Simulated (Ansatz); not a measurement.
Consider the cleavage of the Si–B bond: `COB[SiH3]` + `[NH2][AlH][OH]` → `[OH][AlH][NH][SiH3]` + `BOC`.

Calculated with Ansatz (gas phase, PBE0-D4/def2-TZVP geometries, no zero-point term in ΔE). CBS: MP2 limit from def2 TZ/QZ plus the TZ coupled-cluster correction, frozen cores. This one scheme is used for every species. Functionals use def2-TZVPP. B3LYP here is the variant with VWN-RPA as its local correlation; programs differ in this. HSE06 is defined as in plane-wave codes. One conformer a species, not always the lowest.

| level | ΔE (kJ/mol) | difference from CCSD(T)/CBS |
| --- | --- | --- |
| LDA (SPW92) | -55.5 | 17.8 |
| PBE-D4 | -56.0 | 17.3 |
| revPBE-D4 | -57.9 | 15.4 |
| BLYP-D4 | -67.5 | 5.8 |
| r2SCAN-D4 | -68.3 | 5.0 |
| B97M-V | -66.5 | 6.8 |
| PBE0-D4 | -62.9 | 10.4 |
| HSE06-D4 | -62.9 | 10.4 |
| BHLYP-D4 | -81.0 | -7.7 |
| CAM-B3LYP-D4 | -74.7 | -1.4 |
| ωB97X-V | -70.9 | 2.4 |
| ωB97M-V | -75.2 | -1.9 |
| B2PLYP | -74.7 | -1.4 |
| PBE | -54.0 | 19.3 |
| revPBE | -52.7 | 20.6 |
| BLYP | -63.3 | 10.0 |
| r2SCAN | -67.9 | 5.4 |
| PBE0 | -61.2 | 12.1 |
| B3LYP | -68.9 | 4.4 |
| r2SCANh | -69.4 | 3.9 |
| r2SCAN0 | -71.5 | 1.8 |
| HSE06 | -61.4 | 11.9 |
| BHLYP | -77.9 | -4.6 |
| CAM-B3LYP | -73.0 | 0.3 |
| LC-ωPBE | -65.8 | 7.5 |
| RPA@PBE/def2-TZVPP | -74.1 | -0.8 |
| HF/def2-SVP | -85.2 | -11.9 |
| MP2/def2-SVP | -79.4 | -6.1 |
| CCSD/def2-SVP | -72.9 | 0.4 |
| CCSD(T)/def2-SVP | -71.8 | 1.5 |
| HF/def2-TZVPP | -87.8 | -14.5 |
| MP2/def2-TZVPP | -81.8 | -8.5 |
| SCS-MP2/def2-TZVPP | -82.7 | -9.4 |
| CCSD/def2-TZVPP | -75.0 | -1.7 |
| CCSD(T)/def2-TZVPP | -73.5 | -0.2 |
| HF/def2-QZVPP | -88.8 | -15.5 |
| MP2/def2-QZVPP | -82.0 | -8.7 |
| SCS-MP2/def2-QZVPP | -82.8 | -9.5 |
| HF/CBS(def2) | -88.9 | -15.6 |
| CCSD/CBS(def2) | -74.7 | -1.4 |
| CCSD(T)/CBS | -73.3 | 0 |

Largest T1 diagnostic among the species: 0.014.

From r2SCAN to r2SCAN0 (25 % exact exchange), in def2-TZVPP and without D4, ΔE moves by −3.6 kJ/mol. In def2-TZVPP, CCSD(T) changes the Hartree–Fock value by +14.2 kJ/mol (the triples alone add +1.4 kJ/mol) and MP2 by +6.0 kJ/mol. Leaving LDA and LC-ωPBE aside and taking each functional with its dispersion term where it has one, the values spread over 25.1 kJ/mol, from BHLYP-D4 to PBE-D4.
